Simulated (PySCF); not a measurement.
**Bonding in `N#C[SiH2][SiH2]C(Cl)Cl`**

Species: C2H5Cl2NSi2.
Numbering: `[N:1]#[C:2][SiH2:3][SiH2:4][CH:5]([Cl:6])[Cl:7]` (hydrogens: H8, H9 on Si3; H10, H11 on Si4; H12 on C5)

Structure used (GFN2-xTB), in Å, numbered top down from 1:
```
atom  x, y, z in Å
N1     2.921    1.978    0.559
C2     2.359    0.987    0.445
Si3    1.426   -0.621    0.240
Si4   -0.467   -0.201   -1.036
C5    -1.917    0.151    0.188
Cl6   -2.198   -1.288    1.195
Cl7   -1.475    1.532    1.225
H8     2.387   -1.495   -0.446
H9     1.211   -1.097    1.608
H10   -0.944   -1.334   -1.837
H11   -0.431    0.988   -1.894
H12   -2.871    0.398   -0.273
```

Bond orders from the PBE0/pcSseg-1 density (PySCF). Isolated species at its GFN2-xTB geometry (one conformer only).

(1) Where do the orders between heavy atoms depart from those drawn in the SMILES?

(2) Set the Mayer orders of the bonds between heavy atoms beside their lengths.

## Answers

(1) The largest departure is 0.228, at Si4–C5 (drawn single, 0.772). Drawn single, order below 0.88: C2–Si3 (0.820) and Si4–C5 (0.772).

(2) 
| bond | drawn as | length (Å) | Mayer order |
| --- | --- | --- | --- |
| N1–C2 | triple | 1.146 | 2.937 |
| C2–Si3 | single | 1.870 | 0.820 |
| Si3–Si4 | single | 2.322 | 0.881 |
| Si4–C5 | single | 1.930 | 0.772 |
| C5–Cl6 | single | 1.778 | 0.979 |
| C5–Cl7 | single | 1.783 | 0.986 |

By pair of heavy elements: C–Si: lowest Si4–C5 (0.772, 1.930 Å), highest C2–Si3 (0.820, 1.870 Å). C–Cl: all 2 within 0.02 of one another (0.979 to 0.986).

Task: And the bonds to hydrogen?

Result: H–Si: 0.93 to 0.95 (4 bonds); C–H: 0.92 (1 bond).

Task: Sum the orders of all bonds at each heavy atom with more than one neighbour and set the sums beside the valence in the SMILES.

Result: C2 3.757 (drawn 4), Si3 3.591 (drawn 4), Si4 3.522 (drawn 4), C5 3.653 (drawn 4). Orders between atoms that aren't bonded are not in these sums.

The Mayer order sums products of elements of PS (density times overlap matrix) between the two atoms' basis functions, so it depends on the basis set.
